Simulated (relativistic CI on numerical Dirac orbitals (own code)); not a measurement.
**What each ingredient does to the levels of Tb XIX**

Base calculation: Dirac-Coulomb-Breit CI, separate exchange-only KLI orbitals for each configuration, a model potential for QED, unscaled Slater integrals.

Configurations in the expansion (outside the closed core [Ar] 3d10): 4s2 4p6 4d10 4f, 4s2 4p6 4d10 5s, 4s2 4p6 4d10 5p, 4s2 4p6 4d9 4f2, 4s2 4p6 4d10 5d, 4s2 4p5 4d10 4f2, 4s2 4p6 4d10 5f, 4s2 4p6 4d9 4f 5s, 4s2 4p6 4d10 6s, 4s2 4p6 4d10 6p, 4s2 4p6 4d10 5g, 4s2 4p6 4d9 4f 5p, 4s2 4p6 4d10 6d, 4s 4p6 4d10 4f2, 4s2 4p6 4d10 6f, 4s2 4p6 4d10 7s, 4s2 4p6 4d9 4f 5d, 4s2 4p6 4d10 7p, 4s2 4p6 4d10 8s, 4s2 4p5 4d10 4f 5s, 4s2 4p6 4d9 4f 5f. Double excitations out of closed p, d and f shells are left out; levels of such configurations are missing from the list, as are those of other unlisted configurations, and high levels can miss mixing partners.

Variants: (1) P86 correlation estimate; (2) one mean potential for all configurations. Shifts of the energy above 4s2 4p6 4d10 4f 2F°_5/2, in cm⁻¹, for the lowest level and the first level of each name with at least 55 % of one term (blank where a level changes its place among those of its configuration and J or its character, or is not in the variant):

| Level | Base | Δ(1) | Δ(2) |
| --- | --- | --- | --- |
| 4s2 4p6 4d10 4f 2F°_5/2 | 0 | 0 | 0 |
| 4s2 4p6 4d10 4f 2F°_7/2 | 10086 | 0 | -77 |
| 4s2 4p6 4d10 5s 2S_1/2 | 264773 | +10015 | -1869 |
| 4s2 4p6 4d10 5p 2P°_1/2 | 507857 | +11250 | -1730 |
| 4s2 4p6 4d10 5p 2P°_3/2 | 599117 | +11250 | -1595 |
| 4s2 4p6 4d10 5d 2D_3/2 | 991609 | +12453 | -1555 |
| 4s2 4p6 4d10 5d 2D_5/2 | 1009697 | +12448 | -1523 |
| 4s2 4p6 4d9 4f2 4F_3/2 | 1154694 | +1015 | +685 |
| 4s2 4p6 4d9 4f2 4F_5/2 | 1157803 | +1015 | +671 |
| 4s2 4p6 4d9 4f2 4F_7/2 | 1163860 | +1015 | +616 |
| 4s2 4p6 4d9 4f2 4F_9/2 | 1172838 | +1015 | +555 |
| 4s2 4p6 4d9 4f2 4K_15/2 | 1191816 | +1014 | +667 |
| 4s2 4p6 4d9 4f2 4K_13/2 | 1192322 | +1014 | +765 |
| 4s2 4p6 4d9 4f2 4K_17/2 | 1192812 | +1014 | +580 |

At this charge transitions that keep the count of f electrons are usually good to a few per cent. Terms inside the open d or f shell come out 10 to 20 % too wide with unscaled integrals. Levels that differ in their count of f electrons can be misplaced by several ten thousand cm⁻¹, since the correlation energy of f electrons is missing or only estimated; rates across such gaps can be off by orders of magnitude.

Ionisation energy from one configuration of each of the two ions, the ground ones as tabulated or assumed: base 424.196 eV; P86 correlation estimate 426.025 eV. The NIST ASD value (theoretical) is 426.6 ± 2.5 eV.

LS names give the leading component of a level, which can be under half, so a name can repeat, a term be missing and a line seem to break the LS rules.
